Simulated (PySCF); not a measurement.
Species: C6H7NO.
SMILES with atom numbers: `[OH:1][CH2:2][c:3]1[cH:4][cH:5][cH:6][cH:7][n:8]1` (hydrogens: H9 on O1; H10, H11 on C2; H12 on C4; H13 on C5; H14 on C6; H15 on C7)

Computed geometry: GFN2-xTB, gas phase.

(1) List the bond lengths, angles and torsions at this level.

## Answers

(1) 
```csv
bond,length (pm)
O1–C2,139.9
C2–C3,150.5
C3–C4,139.2
C4–C5,138.2
C5–C6,138.8
C6–C7,138.4
C7–N8,132.3
C3–N8,132.6
O1–H9,97.2
"C2–H10, C2–H11",110.1
C4–H12,107.9
C5–H13,108.0
C6–H14,107.8
C7–H15,108.2
```

Bonds in one row agree within 1 pm and their mean is given. A selection of angles:
```csv
angle,degrees
C2–O1–H9,106.1
O1–C2–C3,112.6
O1–C2–H10,109.3
C3–C2–H10,109.0
H10–C2–H11,107.5
C2–C3–C4,122.0
C2–C3–N8,115.6
C4–C3–N8,122.4
C3–C4–C5,118.4
C3–C4–H12,120.3
C5–C4–H12,121.3
C4–C5–C6,119.0
C4–C5–H13,120.5
C6–C5–H13,120.5
C5–C6–C7,118.1
C5–C6–H14,121.1
C7–C6–H14,120.8
C6–C7–N8,123.1
C6–C7–H15,121.5
N8–C7–H15,115.4
C3–N8–C7,119.0
```

Torsions: O1–C2–C3–C4 180° (antiperiplanar); H9–O1–C2–C3 0° (synperiplanar).

The 6-membered ring C3–C4–C5–C6–C7–N8 has internal angles of 118.1° to 123.1° (sum 720°, against 720° for a flat polygon); it is planar, 0.00 Å rms from its mean plane, widest ring torsion 0°. The 8 heavy atoms lie in one plane (0.000 Å rms). H9 on O1 lies 1.99 Å from N8, 4 bonds away (angle at H 120°; Bondi radii sum to 2.75 Å). The 5 C–C bonds span 1.382 Å (C4–C5, aromatic) to 1.505 Å (C2–C3, drawn single), a spread of 0.123 Å.

Point group: Cs (tolerance 0.08 Å). Stationary, but not proved a minimum. The numbers are those of one conformer (H–O1–C2–C3 0°, O1–C2–C3–C4 180°).
